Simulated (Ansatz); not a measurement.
Coupled-cluster diagnostics for K₂I⁺ (the lowest singlet isomer of a short search), Ansatz.

Geometry of the singlet (r2SCAN-D4/def2-TZVP):

```xyz
3

K    -2.527   -1.317    1.504
K     2.527    1.318   -1.503
I     0.000   -0.001    0.000
```

In the def2 sets I takes a core potential; there is no spin–orbit coupling. Correlated methods freeze 14 core orbitals; core or outer-core shells of K, I are correlated, in sets that lack core-valence functions. At PBE0-D4/def2-TZVP a singlet of charge 1 lies 4.32 eV below the triplet, each at its own geometry. In the quintet geometry the species has come apart into loosely held pieces. At PBE0-D4/def2-TZVP a singlet of charge 1 lies 10.34 eV below the quintet, each at its own geometry. The structure comes from a short search, and lower isomers may exist.

Geometry of the charge 1 triplet (r2SCAN-D4/def2-TZVP):

```xyz
3

K     1.527   -3.581   -1.830
K    -1.528    3.580    1.831
I     0.001    0.001    0.000
```

Geometry of the charge 1 quintet (r2SCAN-D4/def2-TZVP):

```xyz
3

K     3.941   -1.355   -2.866
K    -3.938    1.356    2.870
I    -0.003   -0.001   -0.004
```

Task: Estimate the CCSD(T) correlation energy, the shares of MP2 and (T), T1 and the reference's ⟨S²⟩ for: charge 1, singlet, own geometry in def2-TZVPP; charge 1, triplet, own geometry in def2-TZVPP; charge 1, quintet, own geometry in def2-TZVPP; and the rough time on 4 threads of Arm Neoverse V2 on a shared host.

Result: 
```
                          state       basis  correlation (eV)  MP2 share (%)  (T) share (%)     T1  ⟨S²⟩ (pure)  wall time                   remarks
charge 1, singlet, own geometry  def2-TZVPP           -22.284           99.1            1.6  0.004  0.00 (0.00)      2.8 s                         –
charge 1, triplet, own geometry  def2-TZVPP           -21.692           98.4            1.5  0.010  2.01 (2.00)       22 s    flagged by the program
charge 1, quintet, own geometry  def2-TZVPP           -20.975           98.3            1.3  0.010  6.01 (6.00)       17 s  lower spin may lie lower
```
Customary marks for T1 are 0.02 (closed shells), 0.045 (open shells) and about 0.05 (3d metals). T1 stays under 0.02 throughout.
